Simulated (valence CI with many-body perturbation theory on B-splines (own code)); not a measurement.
**Level structure of Pt LXV**

Method: configuration interaction combined with many-body perturbation theory (CI+MBPT): four valence electrons over a frozen Dirac-Fock core [Ne], radial functions for each j: 11 s, 11 p, 10 d, 8 f, 5 g, 2 h, with the one-electron correlation potential Σ1, the two-electron term Σ2, the three-electron term Σ3, Breit, model QED; selected CI, second order for the rest, scaled by the run's own slope (own B-spline code, finite nucleus).

The last digits are not significant, and no measured levels were compared; by estimate large intervals hold to a few tenths of a per cent, small ones and those within an open d or f shell to about a per cent. Among the levels kept, up to 600 cm⁻¹ of a level comes from second order outside the variational space, and about a tenth of that is noise between levels of different J, which matters for small intervals.

Levels 46 to 90 of 168, with energies above the lowest level, (3s^2 3p1/2^2) J=0. "Leading %" is the weight of the configuration and term that name the level; weights of strongly mixed levels are sums over their largest components and can fall short. In the jj column 3d3/2^4 stands for four electrons in 3d with j = 3/2. Lifetimes count E1, E2, E3, M1 and M2 decay at the calculated energies, and are blank where another channel may lead or the interval is too uncertain; long ones can be off by a factor of two.

```csv
No.,Configuration,Term,J,E (Ry),Leading %,Second component,Leading jj,Lifetime
46,3s.3p2.3d,5D,4,103.22,46,36 % 3s.3p2.3d 5F,3s 3p1/2 3p3/2 3d5/2 (99 %),65.7 ps
47,3s.3p2.3d,3P,2,104.89,33,17 % 3s.3p2.3d 5D,3s 3p1/2 3p3/2 3d5/2 (96 %),1.24 ps
48,3s.3p2.3d,3G,5,105.03,60,39 % 3s.3p2.3d 5F,3s 3p1/2 3p3/2 3d5/2 (99 %),40.6 ps
49,3s2.3d2,3F,2,105.63,46,18 % 3s2.3d2 1D,3s^2 3d3/2^2 (65 %),107 fs
50,3s.3p2.3d,3F,3,105.65,43,25 % 3s.3p2.3d 5P,3s 3p1/2 3p3/2 3d5/2 (96 %),1.70 ps
51,3s.3p2.3d,3D,3,106.47,62,10 % 3s.3p2.3d 5D,3s 3p1/2 3p3/2 3d5/2 (96 %),1.20 ps
52,3s.3p2.3d,3P,1,106.53,38,27 % 3s.3p2.3d 3D,3s 3p1/2 3p3/2 3d5/2 (94 %),1.37 ps
53,3s.3p2.3d,3F,4,106.75,41,34 % 3s.3p2.3d 1G,3s 3p1/2 3p3/2 3d5/2 (93 %),2.18 ps
54,3s.3p2.3d,1D,2,107.10,35,13 % 3s.3p2.3d 3F,3s 3p1/2 3p3/2 3d5/2 (84 %),436 fs
55,3s.3p2.3d,3D,3,107.64,37,23 % 3s.3p2.3d 3F,3s 3p1/2 3p3/2 3d5/2 (91 %),350 fs
56,3s2.3d2,3P,0,107.66,47,24 % 3s2.3d2 1S,3s^2 3d3/2^2 (71 %),90.8 fs
57,3s.3p2.3d,3F,4,107.88,48,30 % 3s.3p2.3d 3G,3s 3p1/2 3p3/2 3d5/2 (89 %),522 fs
58,3s.3p2.3d,3D,1,108.08,39,24 % 3s.3p2.3d 1P,3s 3p1/2 3p3/2 3d5/2 (91 %),774 fs
59,3s.3p2.3d,3P,1,109.03,28,27 % 3s.3p2.3d 3S,3s 3p1/2 3p3/2 3d5/2 (91 %),796 fs
60,3s.3p2.3d,1F,3,109.14,38,30 % 3s.3p2.3d 3F,3s 3p1/2 3p3/2 3d5/2 (86 %),362 fs
61,3s.3p2.3d,3D,2,109.21,19,18 % 3s.3p2.3d 3P,3s 3p1/2 3p3/2 3d5/2 (80 %),576 fs
62,3s.3p2.3d,3P,0,109.32,46,42 % 3s.3p2.3d 1S,3s 3p1/2 3p3/2 3d5/2 (84 %),460 fs
63,3s.3p2.3d,3D,2,109.84,33,27 % 3s.3p2.3d 3P,3s 3p1/2 3p3/2 3d5/2 (95 %),215 fs
64,3p3.3d,3D°,2,112.33,16,14 % 3p3.3d 3F°,3p1/2^2 3p3/2 3d3/2 (66 %),1.96 ps
65,3s2.3d2,3F,3,112.49,77,7 % 3s.3p2.3d 3F,3s^2 3d3/2 3d5/2 (77 %),161 fs
66,3s2.3d2,1G,4,113.30,62,25 % 3s2.3d2 3F,3s^2 3d3/2 3d5/2 (86 %),206 fs
67,3s2.3d2,3P,2,113.34,40,22 % 3s2.3d2 1D,3s^2 3d3/2 3d5/2 (79 %),153 fs
68,3p3.3d,3P°,0,113.36,52,20 % 3p3.3d 5D°,3p1/2^2 3p3/2 3d3/2 (81 %),979 fs
69,3s2.3d2,3P,1,113.68,82,6 % 3s.3p2.3d 3P,3s^2 3d3/2 3d5/2 (82 %),157 fs
70,3p3.3d,3F°,3,113.80,23,19 % 3p3.3d 3G°,3p1/2^2 3p3/2 3d3/2 (83 %),608 fs
71,3p3.3d,3D°,1,113.82,32,25 % 3p3.3d 3P°,3p1/2^2 3p3/2 3d3/2 (90 %),620 fs
72,3s.3p.3d2,5G°,2,114.25,47,21 % 3s.3p.3d2 3F°,3s 3p1/2 3d3/2^2 (76 %),624 fs
73,3s.3p.3d2,5G°,3,115.50,25,18 % 3s.3p.3d2 3F°,3s 3p1/2 3d3/2^2 (85 %),503 fs
74,3s.3p3,3P°,2,115.57,50,18 % 3s.3p3 5S°,3s 3p3/2^3 (98 %),302 fs
75,3s.3p.3d2,5D°,0,117.70,47,36 % 3s.3p.3d2 3P°,3s 3p1/2 3d3/2^2 (81 %),196 fs
76,3s.3p.3d2,3D°,1,117.93,39,36 % 3s.3p.3d2 5F°,3s 3p1/2 3d3/2^2 (93 %),166 fs
77,3s.3p3,1P°,1,118.30,36,23 % 3s.3p3 3S°,3s 3p3/2^3 (95 %),130 fs
78,3s.3p.3d2,3P°,1,118.45,30,24 % 3s.3p.3d2 5D°,3s 3p1/2 3d3/2^2 (91 %),238 fs
79,3s.3p.3d2,3D°,2,118.56,27,20 % 3s.3p.3d2 5F°,3s 3p1/2 3d3/2^2 (87 %),137 fs
80,3s2.3d2,3F,4,119.70,68,27 % 3s2.3d2 1G,3s^2 3d5/2^2 (95 %),1.30 ps
81,3s2.3d2,1D,2,120.48,45,44 % 3s2.3d2 3P,3s^2 3d5/2^2 (96 %),1.10 ps
82,3p3.3d,3F°,4,121.02,42,21 % 3p3.3d 5D°,3p1/2^2 3p3/2 3d5/2 (86 %),770 fs
83,3p3.3d,3D°,2,121.52,22,16 % 3p3.3d 3P°,3p1/2^2 3p3/2 3d5/2 (72 %),770 fs
84,3s.3p.3d2,5G°,3,121.83,21,16 % 3s.3p.3d2 5F°,3s 3p1/2 3d3/2 3d5/2 (76 %),2.02 ps
85,3s2.3d2,1S,0,122.60,66,30 % 3s2.3d2 3P,3s^2 3d5/2^2 (94 %),951 fs
86,3s.3p.3d2,5D°,1,122.71,32,30 % 3s.3p.3d2 5P°,3s 3p1/2 3d3/2 3d5/2 (88 %),1.77 ps
87,3s.3p.3d2,5G°,4,122.80,41,18 % 3s.3p.3d2 3G°,3s 3p1/2 3d3/2 3d5/2 (96 %),2.68 ps
88,3s.3p.3d2,5D°,2,122.88,24,9 % 3s.3p.3d2 5P°,3s 3p1/2 3d3/2 3d5/2 (80 %),921 fs
89,3p3.3d,3D°,3,123.14,18,11 % 3p3.3d 1F°,3p1/2^2 3p3/2 3d5/2 (58 %),637 fs
90,3p3.3d,3P°,1,124.05,20,19 % 3p3.3d 1P°,3p1/2^2 3p3/2 3d5/2 (72 %),683 fs
```

Where two levels of one J and parity lie close, their mixing, g and order are uncertain.
